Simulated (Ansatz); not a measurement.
**Telling isomers of H7N3Sn apart by their spectra**

These gas-phase data were calculated for one isomer of H7N3Sn at PBE0-D4/def2-SVP (harmonic, unscaled wavenumbers; equilibrium rotational constants with average atomic masses):

- rotational constants: 6.298, 2.737, 2.093 GHz
- all wavenumbers above 1500 cm⁻¹: 3660, 3615, 3578, 3558, 3465, 1901, 1892, 1673, 1538

Candidates:

(1) `[NH2][SnH]([NH2])[NH2]`, a singlet
(2) `N[NH][SnH2][NH2]`, a singlet

Question: Which candidate do the data belong to?

Answer: Candidate (2). 5 modes lie between 3250 and 3800 cm⁻¹, one for each N–H bond, while (1) has 6.

The same quantities for all candidates:

|  | rotational constants (GHz) | wavenumbers above 1500 cm⁻¹ | E above the lowest, PBE0-D4/def2-SVP (kcal/mol) |
| --- | --- | --- | --- |
| (1) | 4.544, 4.024, 2.706 | 3658, 3655, 3652, 3554, 3553, 3552, 1912, 1541, 1536, 1535 | 0.0 |
| (2) | 6.298, 2.737, 2.093 | 3660, 3615, 3578, 3558, 3465, 1901, 1892, 1673, 1538 | 35.8 |

Harmonic stretches to hydrogen usually lie a few per cent above observed fundamentals. Each candidate is one conformer. Atoms past krypton carry core potentials. Programs: Ansatz 0.2.0.
